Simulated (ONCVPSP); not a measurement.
# What the settings do to the ONCV potential of Ge

Base potential:

- Element: germanium (Ge)
- Generator: ONCVPSP 4.0.1
- Type: optimised norm-conserving Vanderbilt (ONCV)
- Functional: PBEsol
- Relativity: fully relativistic
- Frozen core: [Ar]
- Valence charge: 14
- Reference configuration: 3d10 4s1 4p3
- Partial waves: 4s: rc 1.65 bohr, ncon 3, nbas 7, qcut 3.6 1/bohr, 2 projectors, debl 1.7 Ha; 4p: rc 2.00 bohr, ncon 4, nbas 9, qcut 4.4 1/bohr, 1 projector; 3d: rc 1.10 bohr, ncon 3, nbas 8, qcut 15.9 1/bohr, 2 projectors, debl 3.4 Ha; f scattering state at 0.16 Ha: rc 1.95 bohr, ncon 4, nbas 7, qcut 6.6 1/bohr, 2 projectors, debl 1.8 Ha
- Local potential: polynomial inside 0.80 bohr (lpopt 4, dvloc0 3 Ha)
- Core correction: Teter function, fcfact 5.25, rcfact 1.05

Open shells are filled in proportion to 2j + 1.

Cutoffs, loose and tight: the cutoffs (Ha) at which the residual kinetic energy of the hardest occupied pseudo-wave falls to 1 and 0.1 mHa per electron. They do not see the model core or the augmentation charge, which bear on the density cutoff. Test errors are all-electron minus pseudo excitation energies from the reference, over the configurations 3d10 4s2 4p2; 3d10 4s2 4p1; 3d10 4s2 4p0; 3d10 4s2 4p1.5. A dash means not determined; rows that change the core or the reference have their own tests.

A true bound ghost makes a file unfit for plane-wave use even where its test errors are small: the radial tests pick states by their node count and pass the ghost by.

| change | outcome | cutoff, loose | cutoff, tight | bound ghosts | GHOST(+) flags above zero | largest test error (meV) |
| --- | --- | --- | --- | --- | --- | --- |
| base | generated | 93 Ha | 104 Ha | none | s | -10 |
| s: qcut 2.4; p: qcut 2.9; d: qcut 10.6; f: qcut 4.4 | generated | 114 Ha | 295 Ha | none | s, f5/2 | -17 |
| s: qcut 2.8; p: qcut 3.4; d: qcut 12.4; f: qcut 5.1 | generated | 69 Ha | 80 Ha | none | s, f7/2, f5/2 | -14 |
| s: qcut 3; p: qcut 3.6; d: qcut 13; f: qcut 5.4 | generated | 73 Ha | 81 Ha | none | s | -13 |
| s: qcut 3.4; p: qcut 4.2; d: qcut 15.1; f: qcut 6.3 | generated | 88 Ha | 98 Ha | none | s | -11 |
| s: qcut 3.7; p: qcut 4.6; d: qcut 16.5; f: qcut 6.9 | generated | 98 Ha | 110 Ha | none | s | -9.7 |
| s: qcut 4.4; p: qcut 5.4; d: qcut 19.5; f: qcut 8.1 | generated | 113 Ha | 130 Ha | none | s, p1/2 | -6.9 |
| s: qcut 4.9; p: qcut 6; d: qcut 21.7; f: qcut 9 | generated | 115 Ha | 131 Ha | s | p1/2 | -5.7 |
| s: qcut 5.2; p: qcut 6.3; d: qcut 22.9; f: qcut 9.5 | failed: ERROR pspot: first pseudo wave function has node, program will stop | – | – | – | – | – |

Q: What comes out with this change to the base: s: qcut 4.2; p: qcut 5.2; d: qcut 18.7; f: qcut 7.8?

A: outcome: generated; cutoff, loose: 110 Ha; cutoff, tight: 125 Ha; bound ghosts: none; GHOST(+) flags above zero: s, p1/2; largest test error (meV): -7.6.
